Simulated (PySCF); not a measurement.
# Calculated properties of `CN(C)[SiH](C)C` (SiHMe2(NMe2))

Compound: SiHMe2(NMe2), C4H13NSi.
Z-matrix (Å and degrees, PBE0-D3(BJ)/def2-SVP geometry), rows numbered from 1:
```
Si
H   1  1.4992
C   1  1.8843  2  107.90
H   3  1.1017  1  110.76  2    60.16
H   3  1.1021  1  111.57  2   -59.83
H   3  1.1022  1  110.96  2   179.77
C   1  1.8768  2  110.36  3  -119.67
H   7  1.1016  1  109.77  2    53.84
H   7  1.1006  1  111.22  2   -65.74
H   7  1.1017  1  111.92  2   172.84
N   1  1.7456  2  105.73  3   121.85
C  11  1.4388  1  120.29  2   -42.07
C  11  1.4381  1  122.50  2   159.84
H  12  1.1069 11  111.03  1   142.93
H  12  1.1015 11  110.59  1    23.97
H  12  1.1110 11  113.30  1   -96.77
H  13  1.1002 11  111.01  1   -25.27
H  13  1.1108 11  113.28  1    95.72
H  13  1.1070 11  110.91  1  -144.20
```

**PBE0-D3(BJ)/def2-SVP geometry optimisation, gas phase (PySCF)**

```yaml
Point_group: C1
Rotational_constants_A_B_C: 3.472, 2.033, 1.642 GHz
```

From B3LYP/def2-SVPD ground state, ΔSCF and vertical TDDFT (core frozen in the response) (PySCF):

```yaml
Dipole_moment: 0.63 D
HOMO_energy: -5.86 eV
LUMO_energy: 0.29 eV
HOMO–LUMO_gap: 6.15 eV
Lowest_singlet_excitation: 5.27 eV (235 nm, f = 0.006)
Strongest_line_among_the_10_lowest_singlet_transitions: S3 at 6.10 eV (203 nm, f = 0.046)
Lowest_triplet_excitation_Tamm–Dancoff: 5.20 eV
Static_isotropic_polarisability: 86.8 au
Vertical_ionisation_energy: 7.94 eV
Electronic_spatial_extent_⟨r²⟩_about_the_centre_of_nuclear_charge: 902 bohr²
```

From B3LYP/pcSseg-1 ground state and GIAO shieldings, non-relativistic (PySCF):

```yaml
13C_chemical_shifts_computed_TMS_as_zero_by_class: 39.7 (C12/C13), -2.1 (C3/C7) ppm
1H_chemical_shifts_computed_TMS_as_zero_by_class: 4.51 (H2), 2.47 (H14/H15/H16/H17/H18/H19), 0.05 (H4/H5/H6/H8/H9/H10) ppm
Isotropic_shieldings_of_nuclei_other_than_C_and_H_by_class: 238 (N11), 342 (Si1) ppm
```

**delta-SCF UKS SCAN, pcX-2 on the ionised atom, pcseg-1 elsewhere, spin-free X2C; 2p3/2 from a spin–orbit splitting computed afterwards within the 2p shell (PySCF)**

```yaml
Core_binding_energies: Si2p3/2 106.2 (Si1), C1s 289.8 (C3/C7), C1s 291.3 (C12/C13), N1s 403.9 (N11), Si1s 1846.0 (Si1) eV
```

Monoisotopic mass (most abundant isotopes): 103.0817 u.

A dipole of 0.63 D is allowed in C1, and pure rotational transitions are dipole-allowed. The vertical singlet–triplet gap S1 − T1 is 0.07 eV (TDDFT singlet less Tamm–Dancoff triplet; S1: HOMO→LUMO, weight 0.97; T1: HOMO→LUMO, weight 0.94). The rotational constants make it an asymmetric top with κ = (2B − A − C)/(A − C) = -0.57, nearer the prolate limit (−1). The polarisability is 12.87 Å³ as a volume (1 au = 0.148185 Å³), or 1.50 au for each of the 58 electrons.

 NMR classes are plain means over equivalent atoms (diastereotopic ones count apart unless rotation or inversion swaps them), as if these changed places fast; in this geometry the members of some classes differ.

One conformer stands for the species.
